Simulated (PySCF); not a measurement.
A structure optimised at B3LYP-D3(BJ)/def2-SVP, used in a PySCF frequency run:

```xyz
12

In    -0.5301     0.1664     0.4578
H     -1.9137     0.8480     1.2175
C      0.9353    -1.3147     1.0001
C      1.9492    -1.6697     0.1977
H      0.8522    -1.8046     1.9788
H      2.6847    -2.4284     0.4975
H      2.1024    -1.2294    -0.7924
O     -0.2901     1.0032    -1.3668
C      0.7096     0.7278    -2.3010
H      0.7150    -0.3289    -2.6445
H      0.5592     1.3516    -3.2036
H      1.7336     0.9493    -1.9308
```
Charge 0, spin multiplicity 1.

### Question
Write its SMILES and formula.

### Answer
C=[CH][InH][O]C, C3H7InO

### Question
What are its rotational constants (standard atomic weights)?

### Answer
3.0085, 2.5434, 1.3904 GHz
